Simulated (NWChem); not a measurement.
Everything below was run with NWChem. System: Cl4Hf, charge 0, spin multiplicity 1, at a geometry optimised with B3LYP/def2-SVP with def2 effective core potentials on Hf. The structure started from a generated list of species. Level: PBE/def2-TZVP with def2 effective core potentials on Hf.

The NWChem input:

```
start mol
memory heap 200 mb stack 900 mb global 1100 mb
geometry units angstroms nocenter noautoz
  Hf     0.000000     0.000000     0.000002
  Cl     1.912701     0.000000     1.352475
  Cl    -1.912701     0.000000     1.352475
  Cl     0.000000     1.912696    -1.352478
  Cl     0.000000    -1.912696    -1.352478
  symmetry group C2v
end
basis spherical
  * library def2-tzvp
end
ecp
  Hf library def2-ecp
end
dft
  xc xpbe96 cpbe96
  semidirect memsize 60000000 filesize 0
  iterations 100
end
task dft energy
```

Part of the output:

```
             Northwest Computational Chemistry Package (NWChem) 7.3.0
             --------------------------------------------------------

                                NWChem Input Module
                                -------------------

 Scaling coordinates for geometry "geometry" by  1.889725989
 (inverse scale =  0.529177249)

 Turning off AUTOSYM since
 SYMMETRY directive was detected!

                             Geometry "geometry" -> ""
                             -------------------------

 Output coordinates in angstroms (scale by  1.889725989 to convert to a.u.)

  No.       Tag          Charge          X              Y              Z
 ---- ---------------- ---------- -------------- -------------- --------------
    1 Hf                  72.0000     0.00000000     0.00000000     0.00000200
    2 Cl                  17.0000     1.91270100     0.00000000     1.35247500
    3 Cl                  17.0000    -1.91270100     0.00000000     1.35247500
    4 Cl                  17.0000     0.00000000     1.91269600    -1.35247800
    5 Cl                  17.0000     0.00000000    -1.91269600    -1.35247800

 Effective nuclear repulsion energy (a.u.)    1345.8586705363

            Nuclear Dipole moment (a.u.)
            ----------------------------
        X                 Y               Z
 ---------------- ---------------- ----------------
     0.0000000000     0.0000000000     0.0000793685

      Symmetry information
      --------------------

 Group name             C2v
 Group number             16
 Group order               4
 No. of unique centers     3

      Symmetry unique atoms

     1    2    4


 Summary of "ao basis" -> "" (spherical)
 ------------------------------------------------------------------------------
       Tag                 Description            Shells   Functions and Types
 ---------------- ------------------------------  ------  ---------------------
 *                         def2-tzvp                  on all atoms

 Summary of "ao basis" -> "ao basis" (spherical)
 ------------------------------------------------------------------------------
       Tag                 Description            Shells   Functions and Types
 ---------------- ------------------------------  ------  ---------------------
 Hf                        def2-tzvp                14       40   6s4p3d1f
 Cl                        def2-tzvp                13       37   5s5p2d1f

 Summary of "ao basis" -> "ao basis" (spherical)
 ------------------------------------------------------------------------------
       Tag                 Description            Shells   Functions and Types
 ---------------- ------------------------------  ------  ---------------------
 Hf                        def2-tzvp                14       40   6s4p3d1f
 Cl                        def2-tzvp                13       37   5s5p2d1f

      Symmetry analysis of basis
      --------------------------

        a1         68
        a2         28
        b1         46
        b2         46

            General Information
            -------------------
          SCF calculation type: DFT
          Wavefunction type:  closed shell.
          No. of atoms     :     5
          No. of electrons :    80
           Alpha electrons :    40
            Beta electrons :    40
          Charge           :     0
          Spin multiplicity:     1
          Use of symmetry is: on ; symmetry adaption is: on
          Maximum number of iterations: 100
          AO basis - number of functions:   188
                     number of shells:    66
          Convergence on energy requested:  1.00D-06
          Convergence on density requested:  1.00D-05
          Convergence on gradient requested:  5.00D-04

              XC Information
              --------------
          PerdewBurkeErnzerhof Exchange Functional  1.000
            Perdew 1991 LDA Correlation Functional  1.000 local
           PerdewBurkeErnz. Correlation Functional  1.000 non-local

             Grid Information
             ----------------
          Grid used for XC integration:  medium
          Radial quadrature: Mura-Knowles
          Angular quadrature: Lebedev.
          Tag              B.-S. Rad. Rad. Pts. Rad. Cut. Ang. Pts.
          ---              ---------- --------- --------- ---------
          Hf                  1.55      123           8.0       590
          Cl                  1.00       88          11.0       590
          Grid pruning is: on
          Number of quadrature shells:   299
          Spatial weights used:  Erf1

          Convergence Information
          -----------------------
          Convergence aids based upon iterative change in
          total energy or number of iterations.
          Levelshifting, if invoked, occurs when the
          HOMO/LUMO gap drops below (HL_TOL):  1.00D-02
          DIIS, if invoked, will attempt to extrapolate
          using up to (NFOCK): 10 stored Fock matrices.

                    Damping( 0%)  Levelshifting(0.5)       DIIS
                  --------------- ------------------- ---------------
          dE  on:    start            ASAP                start
          dE off:    2 iters        100 iters           100 iters

      Screening Tolerance Information
      -------------------------------
          Density screening/tol_rho:  1.00D-10
          AO Gaussian exp screening on grid/accAOfunc:  14
          CD Gaussian exp screening on grid/accCDfunc:  20
          XC Gaussian exp screening on grid/accXCfunc:  20
          Schwarz screening/accCoul:  1.00D-08

      Superposition of Atomic Density Guess
      -------------------------------------

 Sum of atomic energies:       -1889.84421650

      Non-variational initial energy
      ------------------------------

 Total energy =   -1885.586044
 1-e energy   =   -3464.713581
 2-e energy   =    1154.926826
 HOMO         =      -0.452954
 LUMO         =       0.014665

      Symmetry analysis of molecular orbitals - initial
      -------------------------------------------------

  Numbering of irreducible representations:

     1 a1          2 a2          3 b1          4 b2

  Orbital symmetries:

     1 a1          2 b2          3 b1          4 a1          5 a1
     6 b2          7 b1          8 a1          9 a1         10 b2
    11 b1         12 a1         13 a2         14 a1         15 b1
    16 b2         17 a1         18 b2         19 b1         20 a2
    21 a1         22 a1         23 b1         24 b2         25 a1
    26 a1         27 b2         28 b1         29 a1         30 a2
    31 a1         32 a1         33 b1         34 b2         35 a1
    36 b1         37 b2         38 a2         39 b1         40 b2
    41 a1         42 a2         43 a1         44 a1         45 b2
    46 b1         47 a1         48 b1         49 b2         50 a1

------------------------------------------------------------
EAF file 0: "./mol.aoints.0" size=524288 bytes
------------------------------------------------------------
               write      read    awrite     aread      wait
               -----      ----    ------     -----      ----
     calls:        1         0         0         0         0
   data(b): 5.24e+05  0.00e+00  0.00e+00  0.00e+00
   time(s): 0.00e+00  0.00e+00  0.00e+00  0.00e+00  0.00e+00
rate(mb/s): 0.00e+00  0.00e+00
------------------------------------------------------------

   convergence    iter        energy       DeltaE   RMS-Dens  Diis-err    time
 ---------------- ----- ----------------- --------- --------- ---------  ------
 d= 0,ls=0.0,diis     1  -1888.2212403110 -2.31D+03  1.81D-02  3.58D+00     4.3
 d= 0,ls=0.0,diis     2  -1883.5478078401  4.67D+00  1.46D-02  4.31D+01     4.9
 d= 0,ls=0.0,diis     3  -1888.4762088683 -4.93D+00  7.39D-04  1.69D-02     5.5
 d= 0,ls=0.0,diis     4  -1888.4778741678 -1.67D-03  2.75D-04  7.55D-03     6.2

 !! scf_movecs_sym_adapt:    2 vectors were symmetry contaminated

  Symmetry fudging
 d= 0,ls=0.0,diis     5  -1888.4787031457 -8.29D-04  7.41D-05  5.32D-04     6.8
  Resetting Diis
 d= 0,ls=0.0,diis     6  -1888.4787782941 -7.51D-05  1.13D-05  1.48D-05     7.5

 !! scf_movecs_sym_adapt:    2 vectors were symmetry contaminated

  Symmetry fudging
 d= 0,ls=0.0,diis     7  -1888.4787801820 -1.89D-06  6.04D-06  7.24D-07     8.2

 !! scf_movecs_sym_adapt:    2 vectors were symmetry contaminated

  Symmetry fudging
 d= 0,ls=0.0,diis     8  -1888.4787799643  2.18D-07  5.40D-06  2.27D-06     8.9

         Total DFT energy =    -1888.478779964317
      One electron energy =    -3467.964403153866
           Coulomb energy =     1273.585660507180
    Exchange-Corr. energy =     -118.300748982544
 Nuclear repulsion energy =      424.200711664914

 Numeric. integr. density =       80.000000084466

     Total iterative time =      8.1s

                  Occupations of the irreducible representations
                  ----------------------------------------------

                     irrep           alpha         beta
                     --------     --------     --------
                     a1               16.0         16.0
                     a2                4.0          4.0
                     b1               10.0         10.0
                     b2               10.0         10.0

                       DFT Final Molecular Orbital Analysis
                       ------------------------------------

 Vector   38  Occ=2.000000D+00  E=-3.056313D-01  Symmetry=b1
              MO Center= -5.0D-12, -7.6D-09,  6.6D-01, r^2= 6.1D+00
   Bfn.  Coefficient  Atom+Function         Bfn.  Coefficient  Atom+Function
  ----- ------------  ---------------      ----- ------------  ---------------
    57      0.278672  2 Cl pz                94     -0.278672  3 Cl pz
    55     -0.197048  2 Cl px                92     -0.197048  3 Cl px
   129      0.197053  4 Cl px               166      0.197053  5 Cl px
    60      0.180379  2 Cl pz                97     -0.180379  3 Cl pz
    54      0.129481  2 Cl pz                91     -0.129481  3 Cl pz

 Vector   39  Occ=2.000000D+00  E=-3.056312D-01  Symmetry=b2
              MO Center= -3.7D-09, -9.3D-12, -6.6D-01, r^2= 6.1D+00
   Bfn.  Coefficient  Atom+Function         Bfn.  Coefficient  Atom+Function
  ----- ------------  ---------------      ----- ------------  ---------------
   131      0.278671  4 Cl pz               168     -0.278671  5 Cl pz
    56     -0.197052  2 Cl py                93     -0.197052  3 Cl py
   130      0.197050  4 Cl py               167      0.197050  5 Cl py
   134      0.180379  4 Cl pz               171     -0.180379  5 Cl pz
   128      0.129480  4 Cl pz               165     -0.129480  5 Cl pz

 Vector   40  Occ=2.000000D+00  E=-3.056312D-01  Symmetry=a2
              MO Center=  3.7D-09,  7.6D-09, -6.9D-06, r^2= 6.5D+00
   Bfn.  Coefficient  Atom+Function         Bfn.  Coefficient  Atom+Function
  ----- ------------  ---------------      ----- ------------  ---------------
    56      0.278671  2 Cl py                93     -0.278671  3 Cl py
   129     -0.278672  4 Cl px               166      0.278672  5 Cl px
    59      0.180378  2 Cl py                96     -0.180378  3 Cl py
   132     -0.180379  4 Cl px               169      0.180379  5 Cl px
    53      0.129480  2 Cl py                90     -0.129480  3 Cl py

 Vector   41  Occ=0.000000D+00  E=-1.132944D-01  Symmetry=a2
              MO Center= -7.6D-15, -1.9D-14,  2.0D-06, r^2= 3.0D+00
   Bfn.  Coefficient  Atom+Function         Bfn.  Coefficient  Atom+Function
  ----- ------------  ---------------      ----- ------------  ---------------
    19      0.537040  1 Hf d -2              24      0.439146  1 Hf d -2
    29      0.217585  1 Hf d -2              59     -0.172341  2 Cl py
    96      0.172341  3 Cl py               132     -0.172341  4 Cl px
   169      0.172341  5 Cl px                56     -0.121901  2 Cl py
    93      0.121901  3 Cl py               129     -0.121900  4 Cl px

 Vector   42  Occ=0.000000D+00  E=-1.132943D-01  Symmetry=a1
              MO Center= -3.6D-14, -3.4D-14, -8.6D-07, r^2= 3.0D+00
   Bfn.  Coefficient  Atom+Function         Bfn.  Coefficient  Atom+Function
  ----- ------------  ---------------      ----- ------------  ---------------
    21      0.537042  1 Hf d  0              26      0.439143  1 Hf d  0
    31      0.217585  1 Hf d  0              60     -0.140716  2 Cl pz
    97     -0.140716  3 Cl pz               134      0.140717  4 Cl pz
   171      0.140717  5 Cl pz                57     -0.099532  2 Cl pz
    58      0.099499  2 Cl px                94     -0.099532  3 Cl pz

 Vector   43  Occ=0.000000D+00  E=-8.514969D-02  Symmetry=b2
              MO Center= -3.3D-14, -2.6D-11,  2.0D-01, r^2= 3.6D+00
   Bfn.  Coefficient  Atom+Function         Bfn.  Coefficient  Atom+Function
  ----- ------------  ---------------      ----- ------------  ---------------
    20      0.488797  1 Hf d -1              25      0.392071  1 Hf d -1
    17      0.351877  1 Hf py                30      0.226328  1 Hf d -1
   133     -0.196711  4 Cl py               170     -0.196711  5 Cl py
    59     -0.178036  2 Cl py                96     -0.178036  3 Cl py
    11     -0.141868  1 Hf py               130     -0.135448  4 Cl py

 center of mass
 --------------
 x =   0.00000000 y =   0.00000000 z =   0.00000089

 moments of inertia (a.u.)
 ------------------
        1827.383453839472           0.000000000000           0.000000000000
           0.000000000000        1827.388230842698           0.000000000000
           0.000000000000           0.000000000000        1827.393381303303

     Multipole analysis of the density
     ---------------------------------

     L   x y z        total         alpha         beta         nuclear
     -   - - -        -----         -----         ----         -------
     0   0 0 0     -0.000000    -40.000000    -40.000000     80.000000

     1   1 0 0     -0.000000     -0.000000     -0.000000      0.000000
     1   0 1 0     -0.000000     -0.000000     -0.000000      0.000000
     1   0 0 1      0.000005      0.000076      0.000076     -0.000147

     2   2 0 0    -55.923300   -250.057663   -250.057663    444.192026
     2   1 1 0      0.000000      0.000000      0.000000      0.000000
     2   1 0 1      0.000000      0.000000      0.000000      0.000000
     2   0 2 0    -55.923276   -250.056490   -250.056490    444.189704
     2   0 1 1     -0.000000     -0.000000     -0.000000      0.000000
     2   0 0 2    -55.923262   -250.055231   -250.055231    444.187200

 Task  times  cpu:        8.9s     wall:        8.9s

 Total times  cpu:        9.0s     wall:        9.0s
```
